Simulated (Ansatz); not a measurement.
F$_{4}$Ge, triplet, at the geometry of the source list (a higher spin typed on purpose: for a closed-shell molecule this is an excited state); R2SCAN/cc-pVDZ (Ansatz, an electronic-structure program).

Ansatz was given this input:
Ansatz 0.2 input:
```yaml
crystal:
  periodic: [false, false, false]
  atoms:
    - {symbol: F, position_ang: [1.27560000, -1.08000000, -0.08540000]}
    - {symbol: Ge, position_ang: [-0.00110000, -0.00030000, -0.00070000]}
    - {symbol: F, position_ang: [0.59470000, 1.56410000, -0.00640000]}
    - {symbol: F, position_ang: [-1.00880000, -0.21820000, -1.31790000]}
    - {symbol: F, position_ang: [-0.86040000, -0.26560000, 1.41050000]}
basis:
  gaussian:
    orbitals: cc-pVDZ
    fitting: {mean_field: cc-pVTZ-JKFIT}
hamiltonian:
  xc: r2scan
magnetization: {spin_polarized: true, initial_magnetization: 2}
```

What the program printed (banner, timings and long lists left out):

```
Functional definition: r2SCAN
523 factors; integrals over basis functions are off by at most 1.6e-1 eV
mean field evaluation 1: about -67372.6554 eV, gradient 3.1e1 eV
mean field evaluation 2: about -67353.5621 eV, gradient 7.5e1 eV
mean field evaluation 4: about -67371.7461 eV, gradient 2.8e1 eV
mean field evaluation 8: about -67375.7234 eV, gradient 2.3e-1 eV
mean field evaluation 16: about -67375.7306 eV, gradient 1.3e-5 eV
mean field evaluation 32: about -67375.6713 eV, gradient 9.7e-1 eV
mean field evaluation 64: about -67375.6724 eV, gradient 3.4e0 eV
mean field evaluation 96: about -67375.7170 eV, gradient 1.1e0 eV
mean field -67375.73063681 eV, -2476.0124319922 hartree, gradient 2.2e-6 eV, S^2 2.003265; 10 other end points of the search recorded, 0 dependent functions left out
reference -67375.73064605 eV, -2476.0124323317 hartree; 35, 33 occupied and 48, 50 virtual orbitals, 523 factors
Total energy: -67375.73064605 eV, -2476.0124323317 hartree
```
